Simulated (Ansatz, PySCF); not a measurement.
Species: C2HO, charge 0, doublet. C2HO (SMILES C#C[O], doublet).
B3LYP-D3(BJ)/def2-TZVP minimum from Ansatz (a quantum-chemistry and plane-wave program):
```
C
O 1 1.1710
C 1 1.2878 2 170.77
H 3 1.0711 1 137.10 2 180.00
```
Charge 0, spin multiplicity 2.

Atomisation energy term by term, kcal/mol (programs: Ansatz). Radicals and triplets start from unrestricted determinants; spin-orbit coupling is neglected. Correlated methods leave the cores frozen. Rows without X2C or -DK are non-relativistic. CBS(X,Y): correlation extrapolated as X^-3, Hartree-Fock from the larger set. A bracket is a step between two methods taken in the basis named. '+ core + X2C': CCSD(T) terms for core correlation (cc-pwCVTZ) and scalar relativity (cc-pVTZ-DK). Where a partner has so few electrons that a lower coupled-cluster level is exact, that level stands in. The UHF reference of C2HO (C#C[O], doublet) is spin-contaminated (<S^2> up to 0.07 over the pure value in the sets run).

```json
[
 {"term": "Hartree-Fock", "basis": "cc-pVQZ", "kcal/mol": "280.62"},
 {"term": "CCSD correlation", "basis": "CBS(cc-pVTZ,cc-pVQZ)", "kcal/mol": "124.15"},
 {"term": "(T)", "basis": "CBS(cc-pVTZ,cc-pVQZ)", "kcal/mol": "12.98"},
 {"term": "CCSDT(Q) - CCSD(T)", "basis": "cc-pVTZ", "kcal/mol": "0.95"},
 {"term": "core correlation", "basis": "cc-pwCVTZ", "kcal/mol": "2.39"},
 {"term": "scalar relativity", "basis": "X2C, cc-pVTZ-DK", "kcal/mol": "-0.43"},
 {"term": "minus zero-point energy", "basis": "Hessian by PySCF at B3LYP-D3(BJ)/def2-TZVP", "kcal/mol": "-11.77"},
 {"term": "sum: D0", "basis": "", "kcal/mol": "408.9"}
]
```

The step beyond CCSD(T) by other levels: CCSDT(Q) in cc-pVDZ 1.44 kcal/mol.
